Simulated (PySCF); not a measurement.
C₃H₈O₂Si, SMILES C/C=C/O[SiH2]O. Atoms are numbered in the order given.

```xyz
14

C      3.2673     0.7753     0.5048
C      1.8427     1.0848     0.1581
C      0.8205     0.2584     0.3971
O     -0.4707     0.5747     0.0894
Si    -1.7718    -0.4771     0.0819
O     -1.7583    -1.4992    -1.2259
H      3.6851     1.5198     1.2052
H      3.3652    -0.2168     0.9734
H      3.9145     0.7891    -0.3899
H      1.6184     2.0465    -0.3167
H      0.9733    -0.7222     0.8711
H     -1.7008    -1.3693     1.2643
H     -2.9532     0.4191     0.0787
H     -1.8488    -1.1022    -2.1006
```
Charge 0, spin multiplicity 1.

Coordinates come from a B3LYP-D3(BJ)/def2-SVP optimisation. The structure was generated by enumeration; whether it is a known compound was not checked. One conformer was computed; it need not be the lowest.

Level of theory: PBE0/def2-TZVP in PySCF.

Atomic charges (e):

```
atom    IAO  Mulliken  Löwdin
----  -----  --------  ------
C1    -0.42     -0.34   -0.31
C2    -0.20     -0.13   -0.23
C3     0.05     -0.01   -0.30
O4    -0.60     -0.31    0.13
Si5    1.20      0.48    0.08
O6    -0.80     -0.52   -0.13
H7     0.15      0.13    0.13
H8     0.14      0.12    0.13
H9     0.15      0.13    0.13
H10    0.15      0.11    0.14
H11    0.13      0.10    0.13
H12   -0.16     -0.04   -0.04
H13   -0.16     -0.04   -0.04
H14    0.37      0.33    0.18
```

Task: Give the Mayer and Wiberg (Löwdin basis) orders of the bonds. (Estimate from the structure and the level; the computed values follow.)

Result: 
| bond | Mayer | Wiberg |
|---|---|---|
| C1–C2 | 0.99 | 1.32 |
| C2–C3 | 1.89 | 2.05 |
| C3–O4 | 1.03 | 1.59 |
| O4–Si5 | 1.12 | 1.48 |
| Si5–O6 | 1.23 | 1.71 |
| C1–H7 | 0.96 | 0.90 |
| C1–H8 | 0.97 | 0.90 |
| C1–H9 | 0.96 | 0.90 |
| C2–H10 | 0.95 | 0.83 |
| C3–H11 | 0.95 | 0.84 |
| Si5–H12 | 0.94 | 0.93 |
| Si5–H13 | 0.94 | 0.94 |
| O6–H14 | 0.87 | 1.02 |
